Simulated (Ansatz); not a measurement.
A nudged elastic band was laid between two geometries of C₂H₉NSiZn (14 atoms, charge 0, multiplicity 1).

These are results of RHF/def2-mTZVP in Ansatz, not measurements.

```yaml
movable_images: 5
climbing_image: yes
spring: 5.0 eV/Å²
optimiser: quadratic models (default)
start_path: IDPP
force_threshold: 0.5 eV/Å
iteration_limit: 60
end_points: relaxed
```

Initial state:

```xyz
14
Properties=species:S:1:pos:R:3
C -2.439 1.564 0.896
Zn -0.627 0.734 0.814
C 1.235 -0.061 0.875
N 1.455 -1.199 -0.027
Si 0.928 -1.210 -1.650
H -2.533 2.242 1.739
H -2.656 2.132 -0.003
H -3.215 0.812 0.998
H 1.361 -0.405 1.899
H 1.989 0.713 0.732
H 2.287 -1.710 0.187
H -0.517 -0.872 -1.652
H 1.573 -0.220 -2.546
H 1.146 -2.548 -2.232
```

Final state:

```xyz
14
Properties=species:S:1:pos:R:3
C -3.091 1.197 1.266
Zn -1.211 0.833 0.703
C 0.685 0.448 0.137
N 0.807 -0.695 -0.783
Si 2.322 -1.434 -1.106
H -3.126 1.806 2.164
H -3.644 1.725 0.496
H -3.628 0.278 1.477
H 1.223 0.200 1.050
H 1.181 1.336 -0.256
H 0.137 -0.699 -1.520
H 3.344 -0.513 -1.658
H 2.884 -1.989 0.142
H 2.106 -2.520 -2.083
```

What changes between the two ends?

No bond is made or broken. The dihedral Zn2–C3–N4–Si5 goes from 45 to -165°.

Give the energies along the band, and the barrier.

The run converged. The highest image is number 2 of 0 to 6, 10.4 kJ/mol above the first end and 7.6 kJ/mol above the last; the last end lies 2.8 kJ/mol above the first. The threshold of 0.5 eV/Å is loose, so the images may lie well off the minimum-energy path. The order of the stationary point at the top wasn't checked.

```tsv
image	path coordinate (Å)	energy (kJ/mol)	dihedral Zn2–C3–N4–Si5 (°)
0	0.00	0.0	45
1	1.35	3.7	71
2	2.70	10.4	96
3	4.05	7.9	120
4	5.41	6.0	145
5	6.76	4.9	169
6	8.11	2.8	-165
```

What is the geometry of the highest image?


```xyz
14
Properties=species:S:1:pos:R:3
C -2.710 0.663 1.715
Zn -0.816 0.530 1.096
C 1.118 0.310 0.548
N 1.290 -0.801 -0.408
Si 1.344 -0.654 -2.107
H -2.804 1.369 2.534
H -3.381 0.991 0.928
H -3.076 -0.294 2.073
H 1.721 0.099 1.426
H 1.550 1.221 0.140
H 1.715 -1.613 -0.018
H 0.149 0.079 -2.584
H 2.510 0.087 -2.646
H 1.377 -2.018 -2.669
```

The run took 54 s on 2 threads of Arm Neoverse V2 (shared host), peak memory 0.4 GiB.
